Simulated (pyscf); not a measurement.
## O=Nb(F)(F)–F (SMILES [O]=[Nb]([F])([F])[F]), singlet

Gas-phase minimum from PySCF at ωB97X-D3(BJ)/def2-SVP, one conformer. 

```
Nb
O 1 1.6740
F 1 1.8595 2 108.02
F 1 1.8595 2 108.04 3 119.85
F 1 1.8596 2 107.92 3 -120.11
```

Properties at ωB97X-D3(BJ)/def2-SVP:

```yaml
harmonic_wavenumbers_unscaled: 168, 168, 206, 267, 267, 714, 741, 741, 1102 cm⁻¹
zero_point_energy: 6.3 kcal/mol
rotational_symmetry_number: 3
Entropy of this conformer at 298 K and 1 atm, rigid rotor and harmonic oscillator, modes under 100 cm⁻¹ raised to 100: 321.7 J/(mol K)
dipole_moment: 1.18 D
```

Single-point totals, which compare only within one level:

```json
[
 {"level": "ωB97X-D3(BJ)/def2-TZVP", "total energy (hartree)": "-432.21458"},
 {"level": "PBE/def2-TZVP", "total energy (hartree)": "-431.86671"},
 {"level": "r²SCAN/def2-TZVP", "total energy (hartree)": "-432.06948"},
 {"level": "B3LYP-D3(BJ)/def2-TZVP", "total energy (hartree)": "-432.20707"},
 {"level": "PBE0-D3(BJ)/def2-TZVP", "total energy (hartree)": "-431.80358"},
 {"level": "M06-2X/def2-TZVP", "total energy (hartree)": "-431.92327"},
 {"level": "ωB97M-D3(BJ)/def2-TZVP", "total energy (hartree)": "-432.19543"}
]
```

Elements past Kr carry the def2 core potentials, without spin-orbit coupling.
